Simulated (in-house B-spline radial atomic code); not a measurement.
The aluminium ion Al⁸⁺: [He] 2s2 6p1 (an excited or competing configuration)

Level of theory: Dirac-Hartree-Fock, average of configuration, Fermi nucleus of rms radius 3.061 fm; calculated with an all-electron radial atomic-structure program (B-spline basis).

Effective charges: Z_r = [3n² - l(l+1)]/(2<r>) from the radius, Z_e = n√(-2ε) from the energy, and Slater's rules. Values are occupation-weighted means over j.

| shell | electrons | ε (eV) | <r> (bohr) | Z_r | Z_e | Slater |
| --- | --- | --- | --- | --- | --- | --- |
| 1s | 2 | -1955.4 | 0.1187 | 12.64 | 11.99 | 12.70 |
| 2s | 2 | -388.18 | 0.523 | 11.47 | 10.68 | 10.95 |
| 6p | 1 | -31.885 | 5.653 | 9.38 | 9.19 | 9.00 |

The least bound orbital is 6p3/2 at -31.88 eV, and it is also the most diffuse (<r> = 5.654 bohr).

Spin-orbit splittings of the orbital energies (j = l + 1/2 above j = l - 1/2 when positive): 6p 0.01951 eV.

For the 1s electron the small component carries 0.214 % of the norm, the zero-frequency Breit interaction raises the level by 0.7954 eV, self-energy by 0.3726 eV, and vacuum polarisation lowers it by 0.02237 eV.

The density falls to 0.001 bohr⁻³ at 3.447 bohr; Σ<r²> = 36.507 bohr² gives, by the non-relativistic formula and without the paramagnetism of open shells, a Langevin diamagnetic susceptibility of -28.91×10⁻⁶ cm³/mol.
